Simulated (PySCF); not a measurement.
morpholine (C₄H₉NO), singlet, at a GFN2-xTB geometry, atoms displaced at random by about 0.08 Å a coordinate; PBE0/STO-3G, gradient by finite differences run with PySCF.

Here is a job for PySCF.
```python
from pyscf import gto, scf, dft

mol = gto.M(
    atom='''
C     1.22141109   -0.36273099   -0.38022216
C     0.10372740   -1.51111900    0.10782073
O    -1.03355768   -0.86877701   -0.21022656
C    -1.17783236    0.40782297    0.29234894
C    -0.28806753    1.51429418   -0.07128199
N     0.94887463    0.94227321    0.39829469
H     1.31477984   -0.31192385   -1.39222731
H     2.30708479   -0.83579281    0.06441459
H     0.09730720   -1.51362905    1.19005365
H     0.20354968   -2.25941859   -0.44020641
H    -1.25894777    0.23257438    1.39386792
H    -2.32570003    0.72182684    0.11051454
H    -0.44540763    2.37579720    0.43804856
H    -0.31232145    1.64464285   -1.22634984
H     1.66139446    1.57335543    0.17643809
''',
    basis='sto-3g',
    verbose=4,
)

mf = dft.RKS(mol)
mf.xc = 'pbe0'
mf.conv_tol = 1e-11
mf.kernel()
scan, done = mf.as_scanner(), []
scan.scf_summary = {}
def energy(d):
    c = mol.atom_coords()
    c[3, 0] += d
    e = scan(mol.set_geom_(c, unit='Bohr', inplace=False))
    done.append(scan.converged)
    return e
h = 0.2
fd = (energy(h) - energy(-h)) / (2 * h)
print('dE/dx =', fd)
```

Task: Predict the main parts of the log of this PySCF run.

Result: 
```
PySCF version 2.14.0

[INPUT] verbose = 4
[INPUT] num. atoms = 15
[INPUT] num. electrons = 48
[INPUT] charge = 0
[INPUT] spin (= nelec alpha-beta = 2S) = 0
[INPUT] symmetry False subgroup None
[INPUT] Mole.unit = angstrom
[INPUT] Symbol           X                Y                Z      unit          X                Y                Z       unit  Magmom
[...]
nuclear repulsion = 265.246582094118
number of shells = 27
number of NR pGTOs = 117
number of NR cGTOs = 39
basis = sto-3g
ecp = {}

******** <class 'pyscf.dft.rks.RKS'> ********
method = RKS
initial guess = minao
damping factor = 0
level_shift factor = 0
DIIS = <class 'pyscf.scf.diis.CDIIS'>
diis_start_cycle = 1
diis_space = 8
diis_damp = 0
SCF conv_tol = 1e-11
SCF conv_tol_grad = None
SCF max_cycles = 50
direct_scf = True
direct_scf_tol = 1e-13
XC library pyscf.dft.libxc version 7.1.2
    S. Lehtola, C. Steigemann, M. J. T. Oliveira, and M. A. L. Marques,  SoftwareX 7, 1–5 (2018)
XC functionals = pbe0
    C. Adamo and V. Barone,  J. Chem. Phys. 110, 6158 (1999)
    M. Ernzerhof and G. E. Scuseria,  J. Chem. Phys. 110, 5029 (1999)
radial grids:
    Treutler-Ahlrichs [JCP 102, 346 (1995); DOI:10.1063/1.469408] (M4) radial grids

becke partition: Becke, JCP 88, 2547 (1988); DOI:10.1063/1.454033
pruning grids: <function nwchem_prune>
grids dens level: 3
symmetrized grids: False
atomic radii adjust function: <function treutler_atomic_radii_adjust>
small_rho_cutoff = 0
Set gradient conv threshold to 3.16228e-06
Initial guess from minao.
tot grids = 172728
init E= -284.783533055741
[...]
cycle= 1 E= -283.651100339238  delta_E= 1.13  |g|= 0.459  |ddm|= 4.88
[...]
cycle= 2 E= -283.666008815345  delta_E= -0.0149  |g|= 0.434  |ddm|= 1.22
[...]
cycle= 3 E= -283.720072376883  delta_E= -0.0541  |g|= 0.0271  |ddm|= 0.593
[...]
cycle= 4 E= -283.720250737016  delta_E= -0.000178  |g|= 0.0135  |ddm|= 0.054
[...]
cycle= 5 E= -283.720308839708  delta_E= -5.81e-05  |g|= 0.00251  |ddm|= 0.0205
[...]
cycle= 6 E= -283.720310763775  delta_E= -1.92e-06  |g|= 0.000482  |ddm|= 0.00377
[...]
cycle= 7 E= -283.720310837064  delta_E= -7.33e-08  |g|= 0.0001  |ddm|= 0.000791
[...]
cycle= 8 E= -283.720310840069  delta_E= -3e-09  |g|= 2.16e-05  |ddm|= 0.000156
[...]
cycle= 9 E= -283.720310840228  delta_E= -1.59e-10  |g|= 3.39e-06  |ddm|= 3.72e-05
[...]
cycle= 10 E= -283.72031084023  delta_E= -1.82e-12  |g|= 1.2e-06  |ddm|= 6.07e-06
[...]
Extra cycle  E= -283.720310840231  delta_E= -1.25e-12  |g|= 9.74e-07  |ddm|= 2.96e-06
[...]
converged SCF energy = -283.720310840231
converged SCF energy = -283.676384221081
[...]
  12 H     -2.325700030000   0.721826840000   0.110514540000 AA   -4.394936104593   1.364055036960   0.208842213382 Bohr
  13 H     -0.445407630000   2.375797200000   0.438048560000 AA   -0.841698434492   4.489606035509   0.827791807660 Bohr
  14 H     -0.312321450000   1.644642850000  -1.226349840000 AA   -0.590202003327   3.107924559224  -2.317465330504 Bohr
  15 H      1.661394460000   1.573355430000   0.176438090000 AA    3.139580514270   2.973210859297   0.333419668041 Bohr

******** <class 'pyscf.scf.hf.RKS_Scanner'> ********
method = RKS_Scanner
initial guess = minao
damping factor = 0
level_shift factor = 0
DIIS = <class 'pyscf.scf.diis.CDIIS'>
diis_start_cycle = 1
diis_space = 8
diis_damp = 0
SCF conv_tol = 1e-11
SCF conv_tol_grad = None
SCF max_cycles = 50
direct_scf = True
direct_scf_tol = 1e-13
XC library pyscf.dft.libxc version 7.1.2
    S. Lehtola, C. Steigemann, M. J. T. Oliveira, and M. A. L. Marques,  SoftwareX 7, 1–5 (2018)
XC functionals = pbe0
    C. Adamo and V. Barone,  J. Chem. Phys. 110, 6158 (1999)
    M. Ernzerhof and G. E. Scuseria,  J. Chem. Phys. 110, 5029 (1999)
radial grids:
    Treutler-Ahlrichs [JCP 102, 346 (1995); DOI:10.1063/1.469408] (M4) radial grids

becke partition: Becke, JCP 88, 2547 (1988); DOI:10.1063/1.454033
pruning grids: <function nwchem_prune>
grids dens level: 3
symmetrized grids: False
atomic radii adjust function: <function treutler_atomic_radii_adjust>
small_rho_cutoff = 0
Set gradient conv threshold to 3.16228e-06
tot grids = 172728
init E= -283.782692305497
[...]
cycle= 1 E= -283.735360361485  delta_E= 0.0473  |g|= 0.0873  |ddm|= 0.519
[...]
cycle= 2 E= -283.737295780746  delta_E= -0.00194  |g|= 0.0601  |ddm|= 0.217
[...]
cycle= 3 E= -283.7383292802  delta_E= -0.00103  |g|= 0.00938  |ddm|= 0.0862
[...]
cycle= 4 E= -283.738355873799  delta_E= -2.66e-05  |g|= 0.00108  |ddm|= 0.0135
[...]
cycle= 5 E= -283.738356205148  delta_E= -3.31e-07  |g|= 0.000459  |ddm|= 0.00218
[...]
cycle= 6 E= -283.738356273836  delta_E= -6.87e-08  |g|= 8.98e-05  |ddm|= 0.000733
[...]
cycle= 7 E= -283.738356276229  delta_E= -2.39e-09  |g|= 2.43e-05  |ddm|= 0.000144
[...]
cycle= 8 E= -283.738356276414  delta_E= -1.85e-10  |g|= 3.48e-06  |ddm|= 3.72e-05
[...]
cycle= 9 E= -283.738356276418  delta_E= -4.55e-12  |g|= 7.57e-07  |ddm|= 6.54e-06
[...]
Extra cycle  E= -283.738356276418  delta_E= -2.27e-13  |g|= 5.63e-07  |ddm|= 2.1e-06
converged SCF energy = -283.738356276418
dE/dx = 0.1549301383437296
```
